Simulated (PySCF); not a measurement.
## ZrCl₂: from structure and modes to constants

Method: UPBE0 in PySCF with Zr def2-TZVP with ECP28, Cl def2-TZVP; scalar-relativistic core potentials, no spin–orbit coupling; density-fitted integrals.

The triplet minimum has C2v symmetry. Masses (u): Zr 89.90470, Cl 34.96885.

```xyz
3
charge 0 multiplicity 3, angstrom
Zr   -0.0022   -0.3179    0.0000
Cl    0.0029    0.4221    2.2274
Cl    0.0029    0.4221   -2.2274
```

Harmonic wavenumbers (cm⁻¹): 52.4 (a1, ×1), 361.9 (a1, ×1), 407.6 (b2, ×1).

Q: Find the principal moments of inertia and the rotational constants. What kind of rotor is it?

A: About the centre of mass I = 21.539, 346.97, 368.51 u Å². With B = 16.8576/I this gives 0.7827, 0.04859, 0.04575 cm⁻¹. The molecule is an asymmetric top with κ = -0.99.

Q: What is the harmonic zero-point energy?

A: Half the sum of all 3 wavenumbers, 822/2 = 411 cm⁻¹, which is 4.9 kJ/mol (1 cm⁻¹ = 0.0119627 kJ/mol).

Q: Find the vibrational entropy and heat capacity at 298.15 K.

A: With u = 1.43878 ω/T, each mode gives S = R[u/(eᵘ−1) − ln(1−e⁻ᵘ)] and C = R u² eᵘ/(eᵘ−1)².
| ω (cm⁻¹) | u | S (J/(mol K)) | C (J/(mol K)) |
| --- | --- | --- | --- |
| 52.4 | 0.253 | 19.77 | 8.27 |
| 361.9 | 1.747 | 4.66 | 6.49 |
| 407.6 | 1.967 | 3.91 | 6.08 |
The sums over all modes are S = 28.3 and C = 20.8 J/(mol K); the softest mode gives 70 % of the entropy.

Q: Give the standard entropy (298.15 K, 1 bar) by its translational, rotational, vibrational and spin parts, and Cp.

A: Sackur–Tetrode with M = 159.84 u gives 172.1; rotation with symmetry number 2 gives 104.4; vibration 28.3; spin R ln 3 = 9.1. The total is 314.0 J/(mol K), and Cp = 4 R + 20.8 = 54.1 J/(mol K).

This need not be the most stable arrangement of these atoms. Open d and f shells are described by one determinant, and the ground state may have another occupation or spin.
